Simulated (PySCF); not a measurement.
## Diatomics of F with group 12

r²SCAN with double-zeta basis sets in PySCF, for the lowest determinant that a PBE0 search found; no spin–orbit coupling. De refers to high-spin ground-configuration atoms. A positive dipole means M(−)F(+).

```csv
M,basis,state (unpaired electrons),Re (Å),ωe (cm⁻¹),De (eV),μ (D)
Zn,x2c-SVPall,doublet (σ ↑),1.777,630,3.01,-2.85
Cd,def2-SVP,doublet (σ ↑),1.984,536,2.56,-2.99
Hg,def2-SVP,doublet (σ ↑),2.056,433,1.46,-2.56
```

The shortest bond is that of ZnF (1.777 Å), the longest that of HgF (2.056 Å). ZnF is bound most strongly (3.01 eV) and HgF least (1.46 eV).

The rows differ in basis set, which adds steps of its own.

Relativity is treated differently too: Zn spin-free X2C; Cd scalar-relativistic core potentials; Hg scalar-relativistic core potentials.

Down a group bonds as a rule get longer and wavenumbers fall, partly through the reduced mass; this series shows no clear exception.

Spin–orbit coupling is left out, which matters for elements this heavy, above all for dissociation energies. States were picked by a PBE0 search and need not be the measured ground states.
